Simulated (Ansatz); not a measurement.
One change: `[SiH3]OBO[SiH3]` becomes `O[SiH2]BO[SiH3]`.

Ansatz, PBE0-D4/def2-TZVP geometries, multiplicity 1. Each molecule was computed in one conformer, which needn't be the lowest.

```csv
property,`[SiH3]OBO[SiH3]`
HOMO–LUMO gap (B3LYP/def2-TZVPP) / eV,8.66
HOMO energy (PBE0/def2-TZVPP) / eV,-9.04
size of the dipole moment (B3LYP/def2-TZVPP) / D,0.92
HOMO–LUMO gap (PBE/def2-TZVPP) / eV,6.80
LUMO energy (B3LYP/def2-TZVPP) / eV,-0.16
size of the dipole moment (PBE/def2-TZVPP) / D,0.88
```

Problem. What does the change do to each property? (Best estimate.)

Solution. The calculation gave: 
```csv
property,`O[SiH2]BO[SiH3]`,shift
HOMO–LUMO gap (B3LYP/def2-TZVPP) / eV,5.66,-3.00
HOMO energy (PBE0/def2-TZVPP) / eV,-7.36,1.68
size of the dipole moment (B3LYP/def2-TZVPP) / D,2.46,1.54
HOMO–LUMO gap (PBE/def2-TZVPP) / eV,3.78,-3.02
LUMO energy (B3LYP/def2-TZVPP) / eV,-1.51,-1.35
size of the dipole moment (PBE/def2-TZVPP) / D,2.37,1.49
```

With PBE0 the HOMO rises by 1.68 eV and the LUMO falls by 1.37 eV, so the gap narrows by about 3.05 eV. PBE moves the HOMO by 1.56 eV and ωB97M-V by 1.79 eV. Dipoles are sizes alone; their direction can turn.

B3LYP here is the variant with VWN-RPA as its local correlation; programs differ in this.
